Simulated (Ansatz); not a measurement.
A nudged elastic band was laid between two geometries of CH4O + Cl2H2Si (11 atoms, charge 0, multiplicity 1).

All numbers below come from RKS PBE0-D4/def2-SVP in Ansatz 0.2.0.

* movable images: 7
* climbing image: yes
* spring: 5.0 eV/Å²
* optimiser: quadratic models (default)
* start path: through a guess of the saddle point
* force threshold: 0.03 eV/Å
* iteration limit: 60
* end points: relaxed

Initial state:

```xyz
11
Properties=species:S:1:pos:R:3
Si -0.060 -1.337 -1.093
H 0.389 -0.019 -1.590
Cl 0.421 -2.683 -2.596
Cl 1.070 -1.922 0.554
H -1.501 -1.527 -0.827
H -0.652 -0.107 1.490
O -0.787 0.466 0.725
C 0.102 1.552 0.827
H 1.158 1.225 0.841
H -0.049 2.190 -0.055
H -0.093 2.164 1.725
```

Final state:

```xyz
11
Properties=species:S:1:pos:R:3
Si -0.206 -1.566 -0.043
H 0.181 2.040 -2.490
Cl -0.127 -2.106 -2.011
Cl 1.501 -2.190 0.923
H -1.367 -2.220 0.600
H 0.055 1.448 -2.026
O -0.281 0.071 -0.011
C 0.004 0.944 1.054
H -0.833 0.983 1.773
H 0.920 0.644 1.591
H 0.154 1.952 0.640
```

Problem. Which bonds break or form, and what moves?

Solution. Bonds broken: Si1–H2, H6–O7. Bonds formed: Si1–O7, H2–H6. CH4O + Cl2H2Si becomes CH4Cl2OSi + H2.

Problem. Give the energies along the band, and the barrier.

Solution. The run converged. The highest image is number 5 of 0 to 8, 1.46 eV above the first end and 1.97 eV above the last; the last end lies 0.51 eV below the first. The profile has 3 maxima (images 3, 5, 7) with wells between them (images 4, 6): this band takes more than one step, which may be the mechanism or a detour left from its start path. Neighbouring images differ by up to 2.0 eV, so the band resolves the path poorly. A vibrational analysis at the climbing image gives one clearly imaginary mode, 1285i cm⁻¹: a first-order saddle point. The orbitals stay closed-shell, which can raise the energy where a bond breaks towards radicals; this wasn't checked here.

```json
{"image": "0", "path coordinate (Å)": "0.00", "energy (eV)": "0.00", "Si1–H2 (Å)": "1.48", "H6–O7 (Å)": "0.96", "Si1–O7 (Å)": "2.66"}
{"image": "1", "path coordinate (Å)": "2.62", "energy (eV)": "0.05", "Si1–H2 (Å)": "1.48", "H6–O7 (Å)": "0.96", "Si1–O7 (Å)": "2.62"}
{"image": "2", "path coordinate (Å)": "5.23", "energy (eV)": "0.13", "Si1–H2 (Å)": "1.48", "H6–O7 (Å)": "0.96", "Si1–O7 (Å)": "2.78"}
{"image": "3", "path coordinate (Å)": "7.85", "energy (eV)": "0.14", "Si1–H2 (Å)": "1.48", "H6–O7 (Å)": "0.96", "Si1–O7 (Å)": "2.82"}
{"image": "4", "path coordinate (Å)": "10.47", "energy (eV)": "0.00", "Si1–H2 (Å)": "1.48", "H6–O7 (Å)": "0.96", "Si1–O7 (Å)": "2.61"}
{"image": "5", "path coordinate (Å)": "13.08", "energy (eV)": "1.46", "Si1–H2 (Å)": "1.70", "H6–O7 (Å)": "1.17", "Si1–O7 (Å)": "1.83"}
{"image": "6", "path coordinate (Å)": "15.79", "energy (eV)": "-0.50", "Si1–H2 (Å)": "4.14", "H6–O7 (Å)": "2.57", "Si1–O7 (Å)": "1.64"}
{"image": "7", "path coordinate (Å)": "18.50", "energy (eV)": "-0.48", "Si1–H2 (Å)": "4.01", "H6–O7 (Å)": "2.63", "Si1–O7 (Å)": "1.64"}
{"image": "8", "path coordinate (Å)": "21.21", "energy (eV)": "-0.51", "Si1–H2 (Å)": "4.37", "H6–O7 (Å)": "2.46", "Si1–O7 (Å)": "1.64"}
```

Problem. What is the geometry of the highest image?

Solution. 
```xyz
11
Properties=species:S:1:pos:R:3:forces:R:3
Si -0.046 -1.233 -0.306 -0.01 0.00 0.00
H 1.599 -0.926 -0.624 0.01 0.00 0.00
Cl -0.481 -1.061 -2.330 0.00 0.00 -0.01
Cl 0.524 -3.119 0.368 0.00 0.00 0.00
H -1.414 -1.183 0.286 0.00 0.00 0.00
H 1.361 0.016 -0.168 -0.01 0.01 0.02
O 0.423 0.368 0.444 -0.01 0.01 -0.02
C -0.340 1.559 0.555 0.02 -0.03 0.00
H -0.396 2.076 -0.414 0.00 0.01 0.00
H -1.355 1.290 0.882 0.00 0.00 0.00
H 0.124 2.213 1.307 0.00 0.00 0.00
```

The run took 13 min on 2 threads of Intel(R) Xeon(R) Platinum 8488C (Sapphire Rapids), with other jobs on the host, peak memory 0.29 GiB.
